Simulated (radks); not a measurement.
All-electron atom: Au4+ in [Xe] 4f14 5d7. All-electron calculation, Dirac Kohn-Sham, PBE, spin-unpolarised, spherical densities, point nucleus; open shells are shared between the two j in proportion to 2j + 1. Program: a radial shooting solver on a logarithmic mesh with Libxc functionals. Some entries of the table are withheld. Estimate them.

orbital  occ.  eigenvalue (hartree)  <r^2> (bohr^2)  <1/r> (bohr^-1)
1s1/2       2                   (1)       0.0003930            95.84
2s1/2       2             -524.4988        0.005935            23.55
2p1/2       2                   (2)        0.004202              (3)
2p3/2       4                   (4)        0.005390              (5)
3s1/2       2             -125.2679         0.03855            8.641
3p1/2       2             -115.6027         0.03516              (6)
3p3/2       4             -100.7134         0.04158              (7)
3d3/2       4             -84.70419         0.03190            7.314
3d5/2       6             -81.50478         0.03364            7.055
4s1/2       2             -28.70936          0.1870            3.655
4p1/2       2             -24.58953          0.1909            3.544
4p3/2       4             -21.01875          0.2235            3.151
4d3/2       4             -14.28829          0.2361            2.948
4d5/2       6             -13.62333          0.2477            2.857
5s1/2       2              -5.88715          0.9523            1.487
4f5/2       6              -4.99202          0.2959            2.483
4f7/2       8              -4.85171          0.3043            2.447
5p1/2       2              -4.53991           1.108            1.365
5p3/2       4              -3.91492           1.318            1.226
5d3/2     2.8              -2.06308             (8)           0.9552
5d5/2     4.2              -1.98967             (9)           0.9257

Answer. 
(1) 1s1/2 eigenvalue (hartree): -2966.025
(2) 2p1/2 eigenvalue (hartree): -502.9592
(3) 2p1/2 <1/r> (bohr^-1): 23.49
(4) 2p3/2 eigenvalue (hartree): -435.4906
(5) 2p3/2 <1/r> (bohr^-1): 19.14
(6) 3p1/2 <1/r> (bohr^-1): 8.550
(7) 3p3/2 <1/r> (bohr^-1): 7.416
(8) 5d3/2 <r^2> (bohr^2): 2.126
(9) 5d5/2 <r^2> (bohr^2): 2.247
